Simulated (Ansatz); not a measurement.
Born–Oppenheimer molecular dynamics of ClH$_{5}$W (7 atoms, charge 0, multiplicity 1). It starts from a relaxed structure.

Theory: Ansatz 0.2.0, RKS PBE0-D4/def2-mTZVP.

```json
{
 "ensemble": "NVT, Langevin thermostat",
 "time step": "0.5 fs",
 "steps asked": "100",
 "set temperature": "1500 K",
 "friction": "0.001 /fs",
 "seed": "969045"
}
```

First frame:

```xyz
7
Properties=species:S:1:pos:R:3
W 0.000 0.000 0.509
Cl 0.000 0.000 2.824
H 1.440 0.000 -0.369
H 0.000 1.440 -0.369
H -1.440 0.000 -0.369
H 0.000 -1.440 -0.369
H 0.000 0.000 -1.187
```

Q: How far do the bonds stretch over the last three quarters of this one trajectory? (Pairs bonded in most of those frames.)

A: 
| bond | mean (Å) | spread (Å) | shortest | longest |
| --- | --- | --- | --- | --- |
| W1–Cl2 | 2.268 | 0.068 | 2.19 | 2.40 |
| W1–H3 | 1.706 | 0.143 | 1.50 | 1.91 |
| W1–H4 | 1.711 | 0.029 | 1.65 | 1.76 |
| W1–H5 | 1.722 | 0.064 | 1.61 | 1.82 |
| W1–H6 | 1.690 | 0.023 | 1.66 | 1.73 |
| W1–H7 | 1.714 | 0.046 | 1.66 | 1.79 |

Mean temperature of the second half: 1302 K. The mean temperature of the second half is 13 % below the set value. A run of 0.05 ps of so small a system gives no equilibrium averages.

Run time: 5.6 min on 1 thread of Arm Neoverse V1 (shared host), peak memory 0.14 GiB.
